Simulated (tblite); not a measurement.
A tight-binding relaxation on `C#C[C@@]1(B(F)Br)C[C@@H]1CF`.

Computed with GFN2-xTB geometry optimisation, gas phase (tblite 0.8.0). Start geometry: from a force field or distance geometry. The command runs a driver script over a list of jobs; the input below is this job's line of settings and its coordinates in Å.

Command:
```bash
OMP_NUM_THREADS=1 python probes_run.py task.json out
```

Input:
```
{"job": {"kind": "relax", "xc": "GFN2-xTB", "basis": "xTB"}, "charge": 0, "multiplicity": 1}
C      2.439800    -1.798900    -0.091300
C      1.560700    -0.952200    -0.126200
C      0.506100     0.043300    -0.140600
B      0.783900     1.416100     0.588300
F      0.394300     2.634200    -0.081600
Br     2.336900     1.449000     1.862100
C     -0.324500     0.138500    -1.396100
C     -0.891500    -0.512600    -0.173000
C     -1.925600     0.146500     0.686100
F     -1.471600     0.041600     1.997900
H      3.197800    -2.531700    -0.072700
H     -0.019800    -0.509700    -2.252700
H     -0.676500     1.148200    -1.619100
H     -1.021400    -1.628800    -0.254500
H     -2.927900    -0.307600     0.642800
H     -1.968200     1.233100     0.419300
```

Output:
```
step      E/eV     max force
  0    -834.10729    3.335
  1    -834.34060    5.904
  2    -834.47057    3.710
  3    -834.68037    1.140
  4    -834.73435    0.774
  5    -834.77759    0.496
  6    -834.79025    0.442
  7    -834.80600    0.303
  8    -834.81324    0.373
  9    -834.82714    0.330
... (44 lines left out)
 54    -834.88833    0.021
 55    -834.88841    0.023
 56    -834.88850    0.022
 57    -834.88857    0.021
 58    -834.88863    0.020
 59    -834.88868    0.018
 60    -834.88871    0.015
 61    -834.88874    0.014
 62    -834.88876    0.011
 63    -834.88878    0.010
```

«max force» is the largest atomic force in eV/Å.

**Question.** From which step on does the largest force stay under 0.1 eV/Å, and how much energy is left to gain from there?

**Answer.** From step 25 (0.075 eV/Å), 13.3 meV above the end.

Main results: energy lowered by 18.0 kcal/mol over 63 steps; largest atomic force 0.010 eV/Å at the end.

**Question.** Give the final coordinates.

**Answer.** 0.192 Å rms from the input after alignment:
```
atom  x, y, z in Å
C1     2.4546   -1.8052   -0.1591
C2     1.5890   -0.9781   -0.1640
C3     0.5741    0.0404   -0.1617
B4     0.9201    1.3653    0.5906
F5     0.1692    2.4390    0.4241
Br6    2.4157    1.5598    1.7038
C7    -0.3203    0.0831   -1.3993
C8    -0.8689   -0.5009   -0.1515
C9    -1.9301    0.2261    0.6300
F10   -1.6444    0.1869    1.9775
H11    3.2101   -2.5323   -0.1545
H12   -0.0618   -0.5782   -2.2123
H13   -0.6816    1.0527   -1.7104
H14   -0.9325   -1.5807   -0.0845
H15   -2.9069   -0.2525    0.5038
H16   -1.9940    1.2834    0.3560
```

Time: 1.8 s wall. Hardware: one thread, Intel Xeon at 2.50 GHz (x86_64), no GPU, shared host with 64 logical CPUs at a one-minute load of 61.
Labels such as C1 count atoms from 1, the log's own numbers from 0.
